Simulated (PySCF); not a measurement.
Species: C6H8O.
Atom-mapped SMILES: `[OH:1][C@:2]12[CH2:3][C@@H:4]3[C@H:5]([CH2:6]1)[C@H:7]23` (hydrogens: H8 on O1; H9, H10 on C3; H11 on C4; H12 on C5; H13, H14 on C6; H15 on C7)

Geometry (GFN2-xTB, Å), atoms numbered from 1 in this order:
```xyz
15
C6H8O angstrom
O      2.0296   -0.5982    0.5557
C      0.7440   -0.2009    0.2493
C      0.3687    1.2738    0.4543
C     -0.6567    1.0405   -0.6387
C     -1.2032   -0.3639   -0.4439
C     -0.5006   -0.9515    0.7650
C      0.0881   -0.1460   -1.1753
H      2.1226   -1.5396    0.3718
H      1.1664    1.9401    0.1367
H      0.0183    1.5564    1.4465
H     -1.1919    1.7970   -1.1867
H     -2.1532   -0.6733   -0.8450
H     -0.8657   -0.6831    1.7563
H     -0.3975   -2.0337    0.6901
H      0.4267   -0.4095   -2.1580
```

The calculation used TDDFT CAM-B3LYP/def2-SVPD, vertical, gas phase, core orbitals frozen in the response (PySCF).

Transition dipole moments from the ground state, in atomic units and in the frame of the coordinates above (overall signs are arbitrary), for the states with f of 0.002 or more among the lowest 8:

| state | E (hartree) | μx | μy | μz |
| --- | --- | --- | --- | --- |
| S1 | 0.2496 | -0.008 | -0.230 | 0.220 |
| S2 | 0.2653 | 0.038 | 0.259 | 0.111 |
| S4 | 0.2885 | 0.125 | 0.000 | -0.153 |
| S5 | 0.2902 | 0.098 | 0.005 | 0.109 |
| S6 | 0.2932 | -0.062 | 0.096 | 0.037 |
| S7 | 0.2962 | -0.207 | 0.160 | -0.002 |
| S8 | 0.3057 | -0.083 | 0.302 | 0.171 |

Work out the oscillator strengths.

f = (2/3) ΔE |μ|² with ΔE in hartree (27.2114 eV).

```tsv
state	|μ|² (au)	|μ| (D)	f
S1	0.101	0.81	0.017
S2	0.081	0.72	0.014
S4	0.039	0.50	0.007
S5	0.021	0.37	0.004
S6	0.014	0.30	0.003
S7	0.068	0.66	0.013
S8	0.127	0.91	0.026
```

What angle do the transition dipoles of S1 and S2 make?

|cos θ| = |μa·μb| / (|μa| |μb|) = 0.39, so θ ≈ 67° (taken between 0 and 90°, since the signs are arbitrary).

What peak molar absorption coefficient would the strongest computed level give as a lone Gaussian band 0.3 eV wide at half height?

ε(max) = 2.175×10⁸ f / FWHM, with the width in cm⁻¹. S8: 2.175×10⁸ × 0.0260 / 2420 ≈ 2300 L mol⁻¹ cm⁻¹.

Hardware: one thread, Arm Neoverse N1 (aarch64), shared host with 64 logical CPUs at a one-minute load of 28. Cost: 68 s of wall time (with the writing of density and orbital grids), 0.93 GiB resident at most.

One conformer stands for the species.

Without π bonds the low states may be Rydberg-like; a valence basis with one diffuse set may place them up to an eV too high.
